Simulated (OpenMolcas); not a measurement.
# Sb3+: effect of the level shift or regulariser

```yaml
Program: OpenMolcas
Basis: ANO-RCC [10s9p8d5f3g]
Scalar_Hamiltonian: DKH2, point nucleus
Active_space: 2 electrons in 9 orbitals (RAS2 5s 5p; RAS3 5d, at most 2 electrons)
State_averaging: 2S+1 = 3 even, 3 roots; 2S+1 = 1 even, 7 roots; 2S+1 = 3 odd, 3 roots; 2S+1 = 1 odd, 3 roots
Spin-orbit_coupling: state interaction with AMFI integrals over the reference wave functions, term energies averaged over their components
```

Methods on the same reference wave functions:
A. RASSCF
B. MS-RASPT2, IPEA 0.25 Eh, imaginary shift 0.1 Eh (closed shells correlated: 4d)
C. MS-RASPT2, IPEA 0.25 Eh, real shift 0.2 Eh (closed shells correlated: 4d)

Energies in eV above 5s² ¹S₀, the measured ground level; measured values from Moore, Atomic Energy Levels, vol. III, NSRDS-NBS 35 (1971 reprint of NBS Circular 467, 1958).

```tsv
Level	A	B	C	Measured
5s² ¹S₀	0.0000	0.0000	0.0000	0.0000
5s 5p ³P°₀	7.2731	8.095	8.085	
5s 5p ³P°₁	7.5280	8.340	8.330	8.2697
5s 5p ³P°₂	8.1321	8.954	8.944	8.9963
5s 5p ¹P°₁	11.9692	11.758	11.752	11.8965
5p² ¹D₂ [75 %]	18.3025	19.383	19.373	19.3361
5p² ³P₀	18.3247	18.962	18.953	18.8550
5p² ³P₁	18.7327	19.401	19.392	19.3896
```

Deviations, from unrounded energies. A percentage is the sum of absolute deviations over the sum of measured energies, with the sign that they share, or ± where signs differ.

```json
{"Against measurement": "mean absolute deviation (cm-1)", "Levels": "6", "A": "5200", "B": "560", "C": "530"}
{"Against measurement": "other configurations (%)", "Levels": "6", "A": "±4.5", "B": "±0.5", "C": "±0.5"}
```

B, C lie about equally close to measurement and A furthest from it. The largest miss of C in the table is 5s 5p ¹P°₁, by -1200 cm-1. The ranking rests on the paired levels alone, and a cruder setting can come out closer through cancelling errors.

Between B and C the level of the table that moves most is 5s 5p ³P°₂, by 82 cm-1 (lowest in C, highest in B). Moves below CASPT2's spread within the term are not significant.

The mean deviations of B to C differ by less than CASPT2's widest spread within a term (40 cm-1), so their order carries little weight.

The lowest spin-free term lies below A's lowest term by 0.458 hartree in B, 0.457 hartree in C.

CASPT2 breaks the degeneracy within a term, and the mean is taken; among the terms shown or strongly mixed into the levels shown the widest spread is 40 cm-1 (5p² ¹D, B). Active for correlation alone: 5d; no level in the range computed is led by a configuration that fills it, so any true level of that kind is missing. Some terms mix strongly with configurations of 5d, whose occupation reaches 0.29 (5p² ¹D). Computed and measured levels are paired by configuration, term and J; levels that our copy of the source lacks, or whose pairing is in doubt (as where it misses far off the trend of its configuration), stay unpaired and out of the deviations. Levels of configurations outside the active space are missing. The table leaves out levels that lie high or whose names do not pair safely across all columns.

A share in square brackets marks a mixed level and gives the weight of the term that names it, the lowest over the columns. ° marks odd parity.
